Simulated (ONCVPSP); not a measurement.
Pt (Z = 78): excitation energies, all-electron against ONCV

```
Element                 : platinum
Generator               : ONCVPSP 4.0.1
Type                    : optimised norm-conserving Vanderbilt (ONCV)
Functional              : LDA (Perdew-Wang 92)
Relativity              : scalar-relativistic
Frozen core             : [Kr] 4d10 4f14
Valence charge          : 18
Reference configuration : 5s2 5p6 5d8 6s2
Partial waves           : 5s+6s: rc 1.80 bohr, ncon 4, nbas 9, qcut 6.2 1/bohr, 2 projectors; 5p: rc 1.60 bohr, ncon 4, nbas 8, qcut 7.9 1/bohr, 3 projectors, debl 0.7 Ha; 5d: rc 1.60 bohr, ncon 4, nbas 7, qcut 5.2 1/bohr, 3 projectors, debl 3.2 Ha; f scattering state at 0.05 Ha: rc 2.00 bohr, ncon 4, nbas 9, qcut 4.9 1/bohr, 2 projectors, debl 3.3 Ha
Local potential         : polynomial inside 1.60 bohr (lpopt 5, dvloc0 -1 Ha)
Core correction         : none
```

In the p channel the program set the typed energies aside and used -2.162, 0.250, 0.950 Ha.

Energies are relative to the spin-unpolarised reference configuration 5s2 5p6 5d8 6s2; without spin polarisation the order of configurations can differ from experiment.

```tsv
valence configuration	charge	ΔE all-electron (eV)	error AE − PS (meV)
5s2 5p6 5d9 6s1	0	-0.937	-6.4
5s2 5p6 5d9 6s0	+1	8.600	-16
5s2 5p6 5d8 6s0	+2	28.860	-18
```

(1) What are ΔE and the potential's error for 5s2 5p6 5d6 6s0?

Levels in the configuration 5s2 5p6 5d9 6s1:

| level | all-electron (eV) | pseudo (eV) |
| --- | --- | --- |
| 5s | -102.202 | -102.282 |
| 5p | -56.286 | -56.310 |
| 5d | -6.375 | -6.373 |
| 6s | -5.962 | -5.965 |

Answers

(1) ΔE = 107.327 eV all-electron; the error (AE − PS) is -33 meV.
